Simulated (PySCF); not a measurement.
H4Si2 (SMILES [SiH][SiH3]), singlet, at a GFN2-xTB geometry; DF-HF/STO-3G in PySCF.

PySCF was given this input:
```python
from pyscf import gto, scf

mol = gto.Mole()
mol.atom = '''
    Si   -0.288906    0.946481    0.771451
    H     0.382608    2.122327    0.129654
    Si    0.207329   -0.807678   -0.597427
    H     0.996315   -0.861303   -1.840963
    H    -1.091687   -1.388386   -0.989240
    H     0.854851   -1.815878    0.264216
'''
mol.basis = 'sto-3g'
mol.charge = 0
mol.spin = 0
mol.verbose = 4
mol.build()

mf = scf.RHF(mol)
mf = mf.density_fit(auxbasis='def2-universal-jkfit')
mf.kernel()
```

Q: Predict the main parts of the log of this PySCF run.

A: 
```
PySCF version 2.14.0

[INPUT] verbose = 4
[INPUT] num. atoms = 6
[INPUT] num. electrons = 32
[INPUT] charge = 0
[INPUT] spin (= nelec alpha-beta = 2S) = 0
[INPUT] symmetry False subgroup None
[INPUT] Mole.unit = angstrom
[INPUT] Symbol           X                Y                Z      unit          X                Y                Z       unit  Magmom
[INPUT]  1 Si    -0.288906000000   0.946481000000   0.771451000000 AA   -0.545953215744   1.788589872104   1.457831108522 Bohr   0.0
[INPUT]  2 H      0.382608000000   2.122327000000   0.129654000000 AA    0.723024333068   4.010616776770   0.245010550954 Bohr   0.0
[INPUT]  3 Si     0.207329000000  -0.807678000000  -0.597427000000 AA    0.391795027680  -1.526290216836  -1.128973409421 Bohr   0.0
[INPUT]  4 H      0.996315000000  -0.861303000000  -1.840963000000 AA    1.882762483796  -1.627626780266  -3.478915875458 Bohr   0.0
[INPUT]  5 H     -1.091687000000  -1.388386000000  -0.989240000000 AA   -2.062989443748  -2.623669295180  -1.869392671465 Bohr   0.0
[INPUT]  6 H      0.854851000000  -1.815878000000   0.264216000000 AA    1.615434267311  -3.431512095623   0.499295877728 Bohr   0.0

nuclear repulsion = 76.0988718932867
number of shells = 14
number of NR pGTOs = 66
number of NR cGTOs = 22
basis = sto-3g
ecp = {}

******** <class 'pyscf.df.df_jk.DFRHF'> ********
method = DFRHF
initial guess = minao
damping factor = 0
level_shift factor = 0
DIIS = <class 'pyscf.scf.diis.CDIIS'>
diis_start_cycle = 1
diis_space = 8
diis_damp = 0
SCF conv_tol = 1e-09
SCF conv_tol_grad = None
SCF max_cycles = 50
direct_scf = False
Set gradient conv threshold to 3.16228e-05
Initial guess from minao.
******** <class 'pyscf.df.df.DF'> ********
auxbasis = def2-universal-jkfit
init E= -572.751468063451
  HOMO = -0.139950244905749  LUMO = 0.0272677239184532  gap/eV = 4.55023
cycle= 1 E= -573.437032487269  delta_E= -0.686  |g|= 0.106  |ddm|= 2.62
  HOMO = -0.214518332027384  LUMO = 0.188239146823635  gap/eV = 10.95959
cycle= 2 E= -573.444352226959  delta_E= -0.00732  |g|= 0.0275  |ddm|= 0.299
  HOMO = -0.208389193272656  LUMO = 0.202305638089371  gap/eV = 11.17558
cycle= 3 E= -573.444934816818  delta_E= -0.000583  |g|= 0.0041  |ddm|= 0.0924
  HOMO = -0.209942986072201  LUMO = 0.200527854434603  gap/eV = 11.16948
cycle= 4 E= -573.444950246907  delta_E= -1.54e-05  |g|= 0.000958  |ddm|= 0.0164
  HOMO = -0.210029057038685  LUMO = 0.2006229341071  gap/eV = 11.17441
cycle= 5 E= -573.444951142039  delta_E= -8.95e-07  |g|= 0.00014  |ddm|= 0.00419
  HOMO = -0.209976761505481  LUMO = 0.200712997216674  gap/eV = 11.17544
cycle= 6 E= -573.444951159714  delta_E= -1.77e-08  |g|= 1.51e-05  |ddm|= 0.000623
  HOMO = -0.209980912562496  LUMO = 0.200709527674664  gap/eV = 11.17546
cycle= 7 E= -573.444951159921  delta_E= -2.08e-10  |g|= 3.06e-06  |ddm|= 5.31e-05
  HOMO = -0.209981055734798  LUMO = 0.200709223752932  gap/eV = 11.17545
Extra cycle  E= -573.44495115993  delta_E= -8.64e-12  |g|= 1.03e-06  |ddm|= 8.12e-06
converged SCF energy = -573.44495115993
```
